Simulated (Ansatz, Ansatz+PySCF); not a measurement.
| atom | x (Å) | y (Å) | z (Å) |
| --- | --- | --- | --- |
| C | 0.0000 | -0.3788 | -0.0481 |
| O | 0.0000 | -0.3593 | 1.0615 |
| N | 0.0000 | 0.6255 | -0.7860 |
| H | 0.0000 | -1.2539 | -0.5904 |
| H | 0.0000 | 0.5492 | -1.7118 |
| H | 0.0000 | 1.4732 | -0.3992 |

Basis set: def2-SVP (spherical functions). Correlated methods keep 3 orbitals frozen. Charge 0, multiplicity 1.

Computed with Ansatz (development build ahead of 0.2.0); each method stands on the lowest determinant of its kind that the runs found. Restricted open shells among the atoms or ions are ROHF, correlated in semicanonical orbitals with singles.

The atomization energy at this shape (free ground-state atoms in the same class of orbitals less the molecule, no zero-point energy) of singlet CH₃NO:

```tsv
method	atomization energy
RHF-CCSD(T)	21.45 eV
RHF-MP2	22.00 eV
UHF-MP2	21.97 eV
RHF	15.69 eV
```

(1) What does UHF give?

Results:

(1) 15.34 eV. Caution: the shape is not the minimum.
